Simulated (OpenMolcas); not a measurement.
Systems:
- [MnF6]4-, a model complex in vacuum: octahedral, Mn–F 2.12 Å; shape imposed, not necessarily the one it adopts

Method: state-averaged CASSCF on the open d shell with XMS-CASPT2 (IPEA 0.25), ANO basis sets as named, scalar-relativistic DKH2, RICD, in OpenMolcas. State energies are spin-free and vertical. Orbital splittings and repulsion parameters are fits to the integrals of the highest spin's CASSCF orbitals. Times are rough, from shared cores.

```tsv
case	ground state	first state of another spin (cm⁻¹)	d-orbital splitting (cm⁻¹)	Racah B (cm⁻¹)	basis functions	relative time
ANO-RCC-VDZP	6A1g	4T1g(1) 21340	6820	1113	118	1
ANO-RCC-VTZP on Mn and ANO-RCC-VDZ on F	6A1g	4T1g(1) 20230	6760	1120	113	1
ANO-RCC-VTZP on Mn and ANO-RCC-VDZP on F	6A1g	4T1g(1) 20070	6780	1119	143	3
ANO-RCC-VQZP on Mn and ANO-RCC-VDZP on F	6A1g	4T1g(1) 19520	6800	1118	179	4
```

The minimal active space holds the metal's open shell only. Bond lengths were set by rule and not optimised; energies are vertical at this geometry. Gaps under about 300 cm⁻¹ between spin-free states are not resolved by the perturbation step. Anions stand alone here, with no counter-ions or solvent.
